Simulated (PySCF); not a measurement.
# Computed properties of Al(OH)2(SH) (AlH₃O₂S), SMILES [OH][Al]([OH])[SH]

AlH3O2S, SMILES [SH][Al]([OH])[OH]. Geometry optimised at PBE0-D3(BJ)/def2-SVP. The values are those of a single conformer. All values are computed for the isolated molecule unless a solvent is named; none is compared with measurement here.

**Structure.** The optimised structure has Cs symmetry. All 15 harmonic modes at PBE0-D3(BJ)/def2-SVP (PySCF) are real, so it is a minimum. With heavy atoms numbered as in [Al:1]([OH:2])([OH:4])[SH:6], the shortest bond between them is Al1–O4 at 1.695 Å and the longest Al1–S6 at 2.176 Å.

**Vibrations.** The strongest infrared lines (harmonic, unscaled, degenerate partners summed) lie at 584 cm⁻¹ (195 km/mol, H 64 %, O 32 %), 831 cm⁻¹ (150 km/mol, O 53 %, Al 36 %, H 9 %), 537 cm⁻¹ (149 km/mol, H 85 %, O 10 %). The softest mode is at 163 cm⁻¹ and the zero-point energy is 23.1 kcal/mol.

**Electronic structure.** B3LYP/def2-TZVPD (PySCF) places the frontier levels at -7.48 and -1.23 eV, a gap of 6.25 eV, and gives a dipole moment of 0.99 D and a mean polarisability of 54.6 bohr³.

**Excitations.** TDA-ωB97X/def2-SVPD (PySCF) has S1 at 6.27 eV (198 nm, f = 0.056, bright); the most intense of the 10 singlets computed lies at 7.85 eV (f = 0.29). T1 (TDA) is at 6.01 eV, 0.26 eV under S1. No vertical singlet excitation falls in the visible range (under 3.1 eV).

**NMR.** GIAO shifts at PBE0/pcSseg-1 (PySCF) (non-relativistic, atoms alike by connectivity averaged): ¹H from 0.6 to 2.0 ppm against TMS.
